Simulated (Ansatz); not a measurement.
A run on F3GaH3P (`[F][Ga-]([F])([F])[PH3+]`) with other settings.

```yaml
crystal:
  periodic: [false, false, false]
  atoms:
    - {symbol: F, position_ang: [-0.000384, -1.925594, 1.301102]}
    - {symbol: Ga, position_ang: [0.824178, -1.155065, 0.110879]}
    - {symbol: F, position_ang: [2.501634, -0.261011, 0.058940]}
    - {symbol: F, position_ang: [0.273958, -1.678053, -1.455195]}
    - {symbol: P, position_ang: [-0.534125, 0.836265, -0.302767]}
    - {symbol: H, position_ang: [-1.879446, 1.030071, 1.065904]}
    - {symbol: H, position_ang: [-1.087416, 1.420270, -1.253841]}
    - {symbol: H, position_ang: [0.061610, 1.932254, 0.044135]}
basis:
  gaussian: {orbitals: def2-TZVP, nuclear_model: gaussian}
hamiltonian: {xc: {name: wB97}}
output: {forces: true}
```

```sh
$ ansatz run in.yaml --threads 4 --pin off --events-out ev --progress --plain --max-ram 10444MiB
```

Output, abridged:

```
Functional definition: wB97
1238 factors; their error is unknown
359 factors; integrals over basis functions are off by at most 2.1e-5 eV
mean field evaluation 1: about -69866.8954 eV, gradient 6.7e1 eV
mean field evaluation 2: about -69864.0144 eV, gradient 9.0e1 eV
mean field evaluation 4: about -69873.7144 eV, gradient 3.3e0 eV
mean field evaluation 8: about -69873.7309 eV, gradient 9.4e-2 eV
mean field evaluation 16: about -69873.7116 eV, gradient 1.5e-4 eV
mean field -69873.71160925 eV, -2567.8115395370 hartree, gradient 2.5e-5 eV, S^2 0.000000; 0 other end points of the search recorded, 0 dependent functions left out
reference -69873.71159835 eV, -2567.8115391367 hartree; 38, 38 occupied and 158, 158 virtual orbitals, 1238 factors
Total energy: -69873.71159835 eV, -2567.8115391367 hartree
Atom 0 at    -0.000384    -1.925594     1.301102 Å, force    -1.429157    -1.765954     3.145726 eV/Å
Atom 1 at     0.824178    -1.155065     0.110879 Å, force     3.665116     3.029578    -2.985475 eV/Å
Atom 2 at     2.501634    -0.261011     0.058940 Å, force    -2.220531    -1.356774     0.363827 eV/Å
Atom 3 at     0.273958    -1.678053    -1.455195 Å, force     0.129107    -0.708096    -0.980758 eV/Å
Atom 4 at    -0.534125     0.836265    -0.302767 Å, force    -2.004398    -3.141854     6.770328 eV/Å
Atom 5 at    -1.879446     1.030071     1.065904 Å, force     2.748743    -0.433381    -3.089863 eV/Å
Atom 6 at    -1.087416     1.420270    -1.253841 Å, force    -2.723944     1.704062    -4.429124 eV/Å
Atom 7 at     0.061610     1.932254     0.044135 Å, force     1.835064     2.672418     1.205339 eV/Å
Dipole moment:    -0.599212     0.763729     0.069560 e Å
```

It took 5.5 s on 4 threads of an Arm Neoverse V1 on a shared host, with 0.38 GiB of host memory at the peak.
